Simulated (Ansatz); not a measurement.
Consider the substitution at a C–C bond: `CC[SiH2]CS` + H–F → `FC[SiH2]CS` + CH₄.

Calculated with Ansatz (gas phase, PBE0-D4/def2-TZVP geometries, no zero-point term in ΔE). CCSD(T)/CBS is the MP2 limit (def2-TZVPP, def2-QZVPP) plus CCSD(T) − MP2 in def2-TZVPP, frozen cores. This one scheme is used for every species. DFT in def2-TZVPP. One conformer a species, not always the lowest.

Is it downhill or uphill in electronic energy at CCSD(T)/CBS, and by how much? (Estimate.)

Ansatz gave: Uphill: ΔE = +14.4 kcal/mol.

What do these levels give: r2SCAN-D4, ωB97X-V, r2SCAN, MP2/def2-TZVPP, SCS-MP2/def2-TZVPP, CCSD/def2-TZVPP? (An estimate is asked.)

Computed: r2SCAN-D4 10.5, ωB97X-V 10.5, r2SCAN 10.1, MP2/def2-TZVPP 16.2, SCS-MP2/def2-TZVPP 13.6, CCSD/def2-TZVPP 13.1 kcal/mol.

Largest T1 diagnostic among the species: 0.011.

The D4 term adds +2.3 kcal/mol with B3LYP and +1.3 kcal/mol with PBE0; it sums over pairs of atoms, weighted by their polarisabilities, and B3LYP, whose exchange is more repulsive, gets the larger term. From PBE to PBE0 (25 % exact exchange), in def2-TZVPP and without D4, ΔE moves by +1.7 kcal/mol. In def2-TZVPP, CCSD(T) changes the Hartree–Fock value by +5.7 kcal/mol (the triples alone add +0.5 kcal/mol) and MP2 by +8.3 kcal/mol.

B3LYP here is the variant with VWN-RPA as its local correlation; programs differ in this.
